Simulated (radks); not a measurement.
All-electron atom: Ag4+ in [Kr] 4d7 (the NIST ground configuration).

Calculated with a radial shooting solver on a logarithmic mesh with Libxc functionals: Dirac Kohn-Sham, PBE, spin-unpolarised, spherical densities, point nucleus; open shells fill j = l - 1/2 first.

Energy parts (eV):
| part | energy |
|---|---|
| total | -144572.581 |
| kinetic | 151314.912 |
| electron-nucleus | -348182.091 |
| Hartree | 56309.634 |
| exchange-correlation | -4015.036 |

Orbitals (lengths in bohr, moments of r in powers of bohr; <r^-3> diverges for s and p1/2):
[
 {"orbital": "1s1/2", "occ.": "2", "eigenvalue (eV)": "-25373.52", "<r^-3>": "-", "<r^2>": "0.001308", "<1/r>": "49.44", "<r>": "0.03111"},
 {"orbital": "2s1/2", "occ.": "2", "eigenvalue (eV)": "-3784.707", "<r^-3>": "-", "<r^2>": "0.02140", "<1/r>": "11.39", "<r>": "0.1345"},
 {"orbital": "2p1/2", "occ.": "2", "eigenvalue (eV)": "-3521.085", "<r^-3>": "-", "<r^2>": "0.01600", "<1/r>": "11.37", "<r>": "0.1141"},
 {"orbital": "2p3/2", "occ.": "4", "eigenvalue (eV)": "-3345.765", "<r^-3>": "3495", "<r^2>": "0.01732", "<1/r>": "10.68", "<r>": "0.1192"},
 {"orbital": "3s1/2", "occ.": "2", "eigenvalue (eV)": "-741.0756", "<r^-3>": "-", "<r^2>": "0.1552", "<1/r>": "3.984", "<r>": "0.3682"},
 {"orbital": "3p1/2", "occ.": "2", "eigenvalue (eV)": "-636.2552", "<r^-3>": "-", "<r^2>": "0.1507", "<1/r>": "3.890", "<r>": "0.3599"},
 {"orbital": "3p3/2", "occ.": "4", "eigenvalue (eV)": "-605.2936", "<r^-3>": "627.7", "<r^2>": "0.1597", "<1/r>": "3.723", "<r>": "0.3708"},
 {"orbital": "3d3/2", "occ.": "4", "eigenvalue (eV)": "-419.8540", "<r^-3>": "96.45", "<r^2>": "0.1407", "<1/r>": "3.559", "<r>": "0.3435"},
 {"orbital": "3d5/2", "occ.": "6", "eigenvalue (eV)": "-413.6163", "<r^-3>": "90.79", "<r^2>": "0.1434", "<1/r>": "3.516", "<r>": "0.3470"},
 {"orbital": "4s1/2", "occ.": "2", "eigenvalue (eV)": "-151.0765", "<r^-3>": "-", "<r^2>": "0.9173", "<1/r>": "1.539", "<r>": "0.9008"},
 {"orbital": "4p1/2", "occ.": "2", "eigenvalue (eV)": "-117.6017", "<r^-3>": "-", "<r^2>": "1.047", "<1/r>": "1.426", "<r>": "0.9580"},
 {"orbital": "4p3/2", "occ.": "4", "eigenvalue (eV)": "-112.2780", "<r^-3>": "108.1", "<r^2>": "1.108", "<1/r>": "1.375", "<r>": "0.9857"},
 {"orbital": "4d3/2", "occ.": "4", "eigenvalue (eV)": "-60.2586", "<r^-3>": "11.43", "<r^2>": "1.666", "<1/r>": "1.109", "<r>": "1.193"},
 {"orbital": "4d5/2", "occ.": "3", "eigenvalue (eV)": "-59.5359", "<r^-3>": "10.69", "<r^2>": "1.698", "<1/r>": "1.097", "<r>": "1.204"}
]

The highest occupied level is 4d5/2 at -59.536 eV. For comparison, the ionisation energy in NIST's Atomic Spectra Database is 65 eV (theoretical). In exact Kohn-Sham theory the highest level is minus the ionisation energy, but local and semilocal functionals leave it too shallow, through self-interaction and a potential that decays too fast; potentials with the right tail come closer. The density falls to 0.001 e/bohr^3 at r = 2.90 bohr. Summed over all electrons, <r^2> = 22.94 bohr^2, which gives a Langevin (diamagnetic) susceptibility term of -18.2 x 10^-6 cm^3/mol.

Beside tabulated values, note that spin-unpolarised runs miss the spin-polarisation part of the exchange energy of open shells.
